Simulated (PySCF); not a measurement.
# Assigning NMR signals

Molfile (atoms numbered from 1):
```
C8H11ClSi
     RDKit          3D

 21 22  0  0  0  0  0  0  0  0999 V2000
   -2.3585   -1.2593    0.8175 C   0  0  0  0  0  0  0  0  0  0  0  0
   -1.5949   -0.1461    0.1942 C   0  0  0  0  0  0  0  0  0  0  0  0
   -1.8736    1.1583    0.3054 C   0  0  0  0  0  0  0  0  0  0  0  0
   -3.2010    1.8043    1.2171 Cl  0  0  0  0  0  0  0  0  0  0  0  0
   -1.0084    2.1055   -0.3838 C   0  0  0  0  0  0  0  0  0  0  0  0
    0.0031    1.5745   -1.0774 C   0  0  0  0  0  0  0  0  0  0  0  0
   -0.0513   -0.3015   -0.9008 Si  0  0  1  0  0  4  0  0  0  0  0  0
    1.4196   -1.0220    0.0297 C   0  0  0  0  0  0  0  0  0  0  0  0
    2.8064   -0.4995   -0.2249 C   0  0  0  0  0  0  0  0  0  0  0  0
    2.1304   -0.1982    1.0692 C   0  0  0  0  0  0  0  0  0  0  0  0
   -1.7074   -1.8341    1.4756 H   0  0  0  0  0  0  0  0  0  0  0  0
   -2.7266   -1.9366    0.0472 H   0  0  0  0  0  0  0  0  0  0  0  0
   -3.2041   -0.8887    1.3936 H   0  0  0  0  0  0  0  0  0  0  0  0
   -1.2176    3.1620   -0.3041 H   0  0  0  0  0  0  0  0  0  0  0  0
    0.7005    2.1824   -1.6277 H   0  0  0  0  0  0  0  0  0  0  0  0
   -0.3063   -1.0155   -2.1571 H   0  0  0  0  0  0  0  0  0  0  0  0
    1.3606   -2.0830    0.2396 H   0  0  0  0  0  0  0  0  0  0  0  0
    2.9281    0.3018   -0.9369 H   0  0  0  0  0  0  0  0  0  0  0  0
    3.6244   -1.2047   -0.2256 H   0  0  0  0  0  0  0  0  0  0  0  0
    2.4820   -0.6927    1.9626 H   0  0  0  0  0  0  0  0  0  0  0  0
    1.7856    0.8101    1.2409 H   0  0  0  0  0  0  0  0  0  0  0  0
  1  2  1  0
  2  3  2  0
  3  4  1  0
  3  5  1  0
  5  6  2  0
  6  7  1  0
  7  8  1  0
  8  9  1  0
  9 10  1  0
  7  2  1  0
 10  8  1  0
  1 11  1  0
  1 12  1  0
  1 13  1  0
  5 14  1  0
  6 15  1  0
  7 16  1  6
  8 17  1  0
  9 18  1  0
  9 19  1  0
 10 20  1  0
 10 21  1  0
M  END
```

Isolated molecule, a single conformation, fast rotation and ring inversion assumed for equivalent nuclei, relativity neglected. Shieldings: GIAO PBE0/pcSseg-1; coordinates at the GFN2-xTB level; PySCF.

References, each an isolated molecule treated in the same way: ¹³C (σ = 186.93 ppm) and ¹H (σ = 31.72 ppm) against TMS.

Question: Assign these signals to the numbered atoms. ¹³C{¹H} NMR (computed): δ 161.3 (CH), 149.0 (C), 144.2 (C), 128.6 (CH), 18.0 (CH3), 4.5 (CH2), 1.9 (CH2), -4.7 (CH).

Answer: 
161.3 → C5, alkene CH: as expected for a trigonal carbon in a double bond
149.0 → C3, fully substituted alkene carbon: an sp2 carbon of a C=C bond
144.2 → C2, fully substituted alkene carbon
128.6 → C6, alkene CH: as expected for a trigonal carbon in a double bond
18.0 → C1, allylic methyl carbon: aliphatic region, no heteroatom directly attached
4.5 → C9, three-membered-ring carbon: carbons of three-membered rings are unusually shielded
1.9 → C10, three-membered-ring carbon
-4.7 → C8, three-membered-ring carbon

Question: Assign these signals to the numbered atoms. ¹H NMR (400 MHz, computed): δ 6.94 (d, 1H), 5.72 (m, 1H), 4.96 (m, 1H), 2.24 (s, 3H), 0.74 (m, 1H), 0.55 (m, 1H), 0.30 (m, 1H), 0.22 (m, 1H), -0.09 (m, 1H).

Answer: 
| δ (ppm) | atoms | environment | reason |
| --- | --- | --- | --- |
| 6.94 | H14 | hydrogen on an alkene CH | a vinylic proton, deshielded by the sp2 carbon and the C=C anisotropy |
| 5.72 | H15 | hydrogen on an alkene CH | – |
| 4.96 | H16 | hydrogen on a silicon bonded to 3 C, in a 5-membered ring | – |
| 2.24 | H11/H12/H13 | hydrogen on an allylic methyl carbon | allylic position |
| 0.74 | H19 | hydrogen on a three-membered-ring carbon | cyclopropane-type protons are shielded by the ring |
| 0.55 | H20 | hydrogen on a three-membered-ring carbon | – |
| 0.30 | H18 | hydrogen on a three-membered-ring carbon | – |
| 0.22 | H21 | hydrogen on a three-membered-ring carbon | – |
| -0.09 | H17 | hydrogen on a three-membered-ring carbon | – |

H18 and H21 lie closer than the usual error of such a calculation, so a measured spectrum could show them in the other order.

Carbons that carry Cl, above all several Cl atoms, come out too deshielded, partly because spin–orbit coupling is missing. Shifts are as computed. Against solution values, carbons near 30 ppm lie about +3 ppm off and those near 130 ppm about +5 ppm; carbons on Cl a further +6 ppm. Of 1211 compounds with measured shifts, 218 miss one by over three times the rms of a fit or turn the order of signals round; such compounds aren't used in these exercises. No couplings were computed; multiplicities are counted from neighbouring protons, with m where these are inequivalent, close in shift, in a saturated or five-membered ring or joined by F or P, and br s for small geminal =CH2 splittings.
